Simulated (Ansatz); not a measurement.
The cluster SrS₂, 3 atoms. Hardware: 4 threads of Arm Neoverse V2 on a shared host.

In the def2 sets Sr takes a core potential; there is no spin–orbit coupling. Correlated methods freeze 10 core orbitals; core or outer-core shells of Sr are correlated, in sets that lack core-valence functions. In CCSD on the charge 0 quintet the largest single amplitude is 0.47, so its Hartree–Fock determinant may place the open shell otherwise than the density functionals do.

Q: How many basis functions does each of these Ansatz runs have, and roughly what does it cost? PBE0-D4/def2-TZVPD, charge -1 doublet at the geometry of the charge 0 singlet, energy; B3LYP-D4/def2-TZVP, charge 0 singlet, energy and forces, from earlier orbitals; CCSD(T)/def2-TZVPP, charge 0 quintet, energy, from earlier orbitals; HF/STO-3G, charge 0 quintet, energy; PBE0-D4/def2-SVP, charge 0 unrestricted singlet, energy with a search over starts; PBE0-D4/def2-TZVP, charge 0 singlet, energy, from earlier orbitals; PBE0-D4/def2-TZVP, charge 0 singlet, frequencies; B3LYP-D4/def2-TZVP, charge 0 triplet, energy, from earlier orbitals; r2SCAN-D4/def2-TZVPD, charge 0 singlet, energy, from earlier orbitals; LDA (SPW92)/def2-TZVP, charge 0 quintet, energy, from earlier orbitals; r2SCAN-D4/def2-TZVPD, charge -1 doublet at the geometry of the charge 0 singlet, energy, from earlier orbitals; r2SCAN-D4/def2-TZVP, charge 0 unrestricted singlet, energy, from earlier orbitals.

A: Other jobs shared the machine, so times can vary by a factor of up to 3. A dash marks memory too small to be measured apart from the calling script's.

```
                                                                                                           run  functions  fitting or Cholesky vectors  wall time  peak host memory (GiB)
                                                                           HF/STO-3G, charge 0 quintet, energy         40                          404     0.45 s                       –
                                        LDA (SPW92)/def2-TZVP, charge 0 quintet, energy, from earlier orbitals        107                          835     0.55 s                       –
                                            PBE0-D4/def2-TZVP, charge 0 singlet, energy, from earlier orbitals        107                          864      0.9 s                       –
                                B3LYP-D4/def2-TZVP, charge 0 singlet, energy and forces, from earlier orbitals        107                          855      1.1 s                       –
                             PBE0-D4/def2-SVP, charge 0 unrestricted singlet, energy with a search over starts         59                          544      1.3 s                       –
                                           B3LYP-D4/def2-TZVP, charge 0 triplet, energy, from earlier orbitals        107                          855      1.6 s                       –
                                         r2SCAN-D4/def2-TZVPD, charge 0 singlet, energy, from earlier orbitals        125                          899      1.8 s                       –
                         PBE0-D4/def2-TZVPD, charge -1 doublet at the geometry of the charge 0 singlet, energy        125                          952        2 s                       –
                             r2SCAN-D4/def2-TZVP, charge 0 unrestricted singlet, energy, from earlier orbitals        107                          835        3 s                       –
r2SCAN-D4/def2-TZVPD, charge -1 doublet at the geometry of the charge 0 singlet, energy, from earlier orbitals        125                          899      3.6 s                       –
                                                              PBE0-D4/def2-TZVP, charge 0 singlet, frequencies        107                          864      4.6 s                       –
                                           CCSD(T)/def2-TZVPP, charge 0 quintet, energy, from earlier orbitals        124                          731       10 s                    0.85
```
